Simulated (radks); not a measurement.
Values are calculated unless marked as measured or tabulated.
P+, 14 electrons, occupied as [Ne] 3s2 3p2 (the NIST ground configuration).

Code: a radial shooting solver on a logarithmic mesh with Libxc functionals. Model: non-relativistic Kohn-Sham, TPSS, spin-polarised, spherical densities, point nucleus; open shells are filled with parallel spins first; meta-GGA in the generalised Kohn-Sham scheme.

Energy parts (eV):
| part | energy |
|---|---|
| total | -9276.469 |
| kinetic | 9264.286 |
| electron-nucleus | -21941.273 |
| Hartree | 4023.136 |
| exchange-correlation | -622.617 |

Orbitals (lengths in bohr, moments of r in powers of bohr; <r^-3> diverges for s and p1/2; r(max) is where P^2 peaks):
orbital  occ.  eigenvalue (eV)     <r>  <r^-3>   r(max)
1s up       1        -2096.253  0.1039       -  0.06804
1s down     1        -2095.989  0.1039       -  0.06804
2s up       1        -185.2297  0.5203       -   0.4192
2s down     1        -184.9910  0.5201       -   0.4193
2p up       3        -135.6882  0.4854   62.71   0.3537
2p down     3        -135.3370  0.4851   62.66   0.3540
3s up       1         -24.4172   1.822       -    1.552
3s down     1         -21.7849   1.842       -    1.552
3p up       2         -15.1447   2.107   4.543    1.737
3p down     0         -12.7820   2.188   4.302    1.786

The highest occupied level is 3p up at -15.145 eV. The density falls to 0.001 e/bohr^3 at r = 3.80 bohr. Summed over all electrons, <r^2> = 20.56 bohr^2, which gives a Langevin (diamagnetic) susceptibility term of -16.3 x 10^-6 cm^3/mol.
